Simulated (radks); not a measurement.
Species: the antimony ion Sb3+. Configuration: [Kr] 4d10 5s2 (the NIST ground configuration). Calculated with a radial shooting solver on a logarithmic mesh with Libxc functionals: Dirac Kohn-Sham, BLYP, spin-unpolarised, spherical densities, point nucleus.

Normalised radial functions P(r) = r R(r) (large component), r in bohr:

r,4s1/2,4p1/2,4p3/2
0.002991,0.1442,0.0118,0.0060
0.003957,0.1771,0.0177,0.0102
0.005236,0.2132,0.0270,0.0171
0.006928,0.2500,0.0412,0.0284
0.009167,0.2821,0.0629,0.0464
0.01213,0.3009,0.0953,0.0746
0.01605,0.2936,0.1421,0.1167
0.02106,0.2462,0.2040,0.1746
0.02787,0.1412,0.2844,0.2526
0.03688,-0.0263,0.3728,0.3427
0.04879,-0.2363,0.4457,0.4244
0.06456,-0.4267,0.4598,0.4565
0.08542,-0.4918,0.3579,0.3811
0.113,-0.3229,0.0997,0.1505
0.1484,0.0786,-0.2689,-0.2047
0.1963,0.5571,-0.6147,-0.5672
0.2597,0.7452,-0.6769,-0.6806
0.3436,0.3599,-0.2811,-0.3474
0.4547,-0.4655,0.4508,0.3529
0.6016,-1.1752,1.0932,1.0213
0.796,-1.2858,1.2488,1.2387
1.045,-0.8849,0.9355,0.9715
1.382,-0.3929,0.4750,0.5182
1.829,-0.1094,0.1603,0.1852
2.42,-0.0174,0.0332,0.0412
3.202,-0.0014,0.0037,0.0050
4.237,0.0000,0.0002,0.0003
5.606,0.0000,0.0000,0.0000

4s1/2: eigenvalue -177.92 eV, 3 radial nodes at r = 0.0355, 0.142, 0.392 bohr, <r> = 0.790 bohr, 90 % of the charge inside 1.14 bohr. 4p1/2: eigenvalue -136.88 eV, 2 radial nodes at r = 0.122, 0.386 bohr, <r> = 0.832 bohr, 90 % of the charge inside 1.22 bohr. 4p3/2: eigenvalue -128.25 eV, 2 radial nodes at r = 0.128, 0.399 bohr, <r> = 0.861 bohr, 90 % of the charge inside 1.26 bohr.
